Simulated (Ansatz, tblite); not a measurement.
Adding an electron: K₃O⁺ (the lowest singlet isomer of a short search). Charge 1, multiplicity 1. Geometry: r2SCAN-D4/def2-TZVP. Ansatz, gas phase; energy differences of separate SCF runs; the reduced species was run as a doublet alone.

Cartesian coordinates in Å:
```
K -1.757 -1.463 0.586
K -0.452 2.278 -0.421
K 2.209 -0.816 -0.166
O 0.000 0.000 0.002
```

The xTB rows come from tblite. The structure comes from a short search, and lower isomers may exist.

| level | −HOMO (eV) | −LUMO (eV) | vertical EA (eV) | HOMO–LUMO gap (eV) |
| --- | --- | --- | --- | --- |
| GFN1-xTB | 12.90 | 11.34 | 9.81 | 1.56 |
| GFN2-xTB | 11.40 | 11.34 | 8.20 | 0.06 |
| PBE-D4/def2-TZVP | 6.26 | 4.46 | 3.17 | 1.80 |
| r2SCAN-D4/def2-TZVP | 6.19 | 3.78 | 2.95 | 2.41 |
| PBE0-D4/def2-TZVP | 7.27 | 3.84 | 2.98 | 3.43 |

 Raw xTB energy differences between charge states are shifted by several eV; the methods need an empirical correction for them.
